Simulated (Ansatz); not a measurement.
Start from `BC(O)[SiH3]` and change one atom or group to get `BC([SiH3])OC`.

Ansatz, PBE0-D4/def2-TZVP geometries, multiplicity 1. Each molecule was computed in one conformer, which needn't be the lowest.

```csv
property,`BC(O)[SiH3]`
HOMO energy (PBE0/def2-TZVPP) / eV,-7.67
size of the dipole moment (B3LYP/def2-TZVPP) / D,2.09
LUMO energy (B3LYP/def2-TZVPP) / eV,-1.40
size of the dipole moment (ωB97M-V/def2-TZVPP) / D,2.08
HOMO energy (B3LYP/def2-TZVPP) / eV,-7.44
HOMO–LUMO gap (PBE/def2-TZVPP) / eV,4.18
```

(1) Give the same properties after the change, and the shifts. (Best estimate.)

## Answers

(1) Computed: 
```csv
property,`BC([SiH3])OC`,shift
HOMO energy (PBE0/def2-TZVPP) / eV,-7.12,0.55
size of the dipole moment (B3LYP/def2-TZVPP) / D,1.96,-0.13
LUMO energy (B3LYP/def2-TZVPP) / eV,-1.21,0.19
size of the dipole moment (ωB97M-V/def2-TZVPP) / D,1.95,-0.13
HOMO energy (B3LYP/def2-TZVPP) / eV,-6.89,0.55
HOMO–LUMO gap (PBE/def2-TZVPP) / eV,3.85,-0.33
```

With PBE0 the HOMO rises by 0.55 eV and the LUMO rises by 0.18 eV, so the gap narrows by about 0.37 eV. PBE moves the HOMO by 0.50 eV and ωB97M-V by 0.57 eV. Dipoles are sizes alone; their direction can turn.

B3LYP here is the variant with VWN-RPA as its local correlation; programs differ in this.
